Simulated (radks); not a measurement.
The numbers below are computed, except where a source is named.
The nuclear charge of the iodine ion I2+ is varied continuously with 51 electrons held in [Kr] 4d10 5s2 5p3. Code: a radial shooting solver on a logarithmic mesh with Libxc functionals. Model: Dirac Kohn-Sham, PBE, spin-unpolarised, spherical densities, finite nucleus; open shells are shared between the two j in proportion to 2j + 1; Fermi nuclear charge, rms radius 4.75 fm. By the Hellmann-Feynman theorem dE/dZ = E(electron-nucleus)/Z, the electronic potential at the nucleus (averaged over a nucleus of fixed radius).

Z     E (hartree)  E(electron-nucleus)/Z (hartree)   HOMO  e(HOMO) (eV)  <r> HOMO (bohr)
52.5  -6955.88020                         -321.414  5p3/2       -18.516            2.361
53    -7117.65023                         -325.667  5p3/2       -24.075            2.234
53.5  -7281.54845                         -329.927  5p3/2       -30.044            2.126
54    -7447.57893                         -334.196  5p3/2       -36.400            2.032

The central difference of E at Z = 53 is -325.668 hartree, to compare with the third column; the second derivative is -8.51 hartree.
